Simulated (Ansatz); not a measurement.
Redistribution: SiH3Cl + C2H5ClSi → SiH4 + C2H4Cl2Si

Species: SiH3Cl (chlorosilane) `[SiH3]Cl`, singlet; C2H5ClSi `C=C[SiH2]Cl`, singlet; SiH4 (silane) `[SiH4]`, singlet; C2H4Cl2Si `C=C[SiH](Cl)Cl`, singlet. The partners trade Cl for H; both sit on Si, so the bond types are kept.

Shapes, held fixed at every level: PBE0-D4/def2-TZVP. Flexible molecules stand in one conformer, not always the lowest. Programs: Ansatz 0.2.0. The zero-point and thermal change to 298 K, harmonic and unscaled (PBE0-D4/def2-TZVP), is -1.5 kJ/mol.

(1) Estimate ΔH(298 K) of this reaction.

Answers

(1) The highest level, CCSD(T)/CBS estimate, gives ΔH(298 K) = -12.9 kJ/mol; the levels span -16.6 to -5.3. The column of differences is taken from that level and isn't an error. No measured value is set beside it here. The CBS estimate extrapolates MP2 from def2-TZVPP and def2-QZVPP and adds CCSD(T) − MP2 in the triple-zeta set, cores frozen. Times are processor times on shared x86 and Arm servers, and rough.

```json
{"level": "HF/def2-TZVPP", "kind": "Hartree–Fock", "ΔH(298 K) (kJ/mol)": "-5.3", "less CCSD(T)/CBS estimate": "+7.6", "CPU time (sum over the molecules)": "–"}
{"level": "PBE-D4/def2-TZVPP", "kind": "GGA", "ΔH(298 K) (kJ/mol)": "-16.6", "less CCSD(T)/CBS estimate": "-3.7", "CPU time (sum over the molecules)": "14 s"}
{"level": "BHLYP-D4/def2-TZVPP", "kind": "global hybrid", "ΔH(298 K) (kJ/mol)": "-13.2", "less CCSD(T)/CBS estimate": "-0.3", "CPU time (sum over the molecules)": "17 s"}
{"level": "PBE0-D4/def2-TZVPP", "kind": "global hybrid", "ΔH(298 K) (kJ/mol)": "-14.9", "less CCSD(T)/CBS estimate": "-2.0", "CPU time (sum over the molecules)": "16 s"}
{"level": "B2PLYP/def2-TZVPP", "kind": "double hybrid", "ΔH(298 K) (kJ/mol)": "-12.0", "less CCSD(T)/CBS estimate": "+0.9", "CPU time (sum over the molecules)": "27 s"}
{"level": "CCSD(T)/def2-TZVPP", "kind": "coupled cluster or CI", "ΔH(298 K) (kJ/mol)": "-13.8", "less CCSD(T)/CBS estimate": "-0.9", "CPU time (sum over the molecules)": "5.5 min"}
{"level": "CCSD/def2-TZVPP", "kind": "coupled cluster or CI", "ΔH(298 K) (kJ/mol)": "-12.0", "less CCSD(T)/CBS estimate": "+0.9", "CPU time (sum over the molecules)": "–"}
{"level": "CCSD(T)/CBS estimate", "kind": "coupled cluster or CI", "ΔH(298 K) (kJ/mol)": "-12.9", "less CCSD(T)/CBS estimate": "0.0", "CPU time (sum over the molecules)": "8.1 min"}
```
